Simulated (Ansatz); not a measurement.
Program: Ansatz. Geometries: PBE0-D4/def2-TZVP. ΔE: electronic, gas phase. CCSD(T)/CBS is the MP2 limit (def2-TZVPP, def2-QZVPP) plus CCSD(T) − MP2 in def2-TZVPP, frozen cores. DFT in def2-TZVPP. For Ga outer-core shells are correlated without core-valence functions, which leaves a few kJ/mol of doubt a bond. Scalar relativity is left out up to krypton. One conformer a species, not always the lowest.

Reaction (redistribution): `[CH3][GaH][CH3]` + `[NH2][GaH][SiH3]` → `[CH3][GaH][NH2]` + `[CH3][GaH][SiH3]`

`[CH3][GaH][CH3]`:

Cartesian coordinates in Å:
```
C 1.313 1.097 -0.217
Ga 0.378 -0.541 0.358
C -1.547 -0.761 -0.006
H 1.603 0.990 -1.268
H 2.221 1.282 0.357
H 0.663 1.972 -0.152
H 1.172 -1.678 1.112
H -2.118 -0.263 0.786
H -1.852 -1.808 -0.020
H -1.833 -0.291 -0.950
```

`[NH2][GaH][SiH3]`:

```xyz
9

N     0.202   -1.951    0.233
Ga   -0.182   -0.502   -0.794
Si   -0.045    1.651    0.262
H     0.178   -2.900   -0.099
H     0.464   -1.900    1.203
H    -0.567   -0.817   -2.281
H     0.955    2.519   -0.422
H     0.352    1.542    1.694
H    -1.356    2.358    0.206
```

`[CH3][GaH][NH2]`:

```xyz
9

C    -0.230    1.174    0.897
Ga   -0.255   -0.667    0.218
N     0.528   -0.999   -1.389
H     0.281    1.218    1.861
H    -1.249    1.537    1.055
H     0.274    1.851    0.206
H    -0.892   -1.910    0.928
H     0.567   -1.907   -1.820
H     0.975   -0.299   -1.957
```

`[CH3][GaH][SiH3]`:

Cartesian coordinates in Å:
```
C 1.406 0.981 0.827
Ga 0.149 0.574 -0.636
Si -1.420 -1.257 -0.449
H 1.376 0.247 1.633
H 1.166 1.964 1.244
H 2.426 1.042 0.439
H 0.189 1.483 -1.925
H -2.292 -1.068 0.748
H -2.309 -1.422 -1.632
H -0.690 -2.543 -0.250
```

```json
{"level": "r2SCANh-D4", "ΔE (kJ/mol)": "2.2"}
{"level": "CAM-B3LYP", "ΔE (kJ/mol)": "2.1"}
```

What does CCSD(T)/CBS give? (An estimate is asked.)

Computed: +2.1 kJ/mol. The listed levels differ from it by 0.1, 0.0 kJ/mol.

Largest T1 diagnostic among the species: 0.015.

Leaving LDA and LC-ωPBE aside and taking each functional with its dispersion term where it has one, the values, not all of them listed here, spread over 1.3 kJ/mol, from BHLYP-D4 to BLYP-D4.
